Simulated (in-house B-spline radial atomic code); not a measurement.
# C+: [He] 2s2 2p1

Level of theory: non-relativistic Hartree-Fock, spin-polarised, averaged over the determinants with the given up and down occupations, point nucleus; calculated with a radial B-spline atomic code at the basis-set limit.

Z_r = [3n² - l(l+1)]/(2<r>); Z_e = n√(-2ε); the last column is Slater's effective charge. Values are occupation-weighted means over spin.

```
shell  electrons   ε (eV)  <r> (bohr)   Z_r   Z_e  Slater
   1s          2  -323.76      0.2681  5.59  4.88    5.70
   2s          2  -31.394       1.477  4.06  3.04    3.60
   2p          1  -24.658       1.469  3.40  2.69    3.60
```

The least bound orbital is 2p up at -24.66 eV, while the most diffuse is 2s down (<r> = 1.497 bohr against 1.469 bohr): energy order and size order differ.
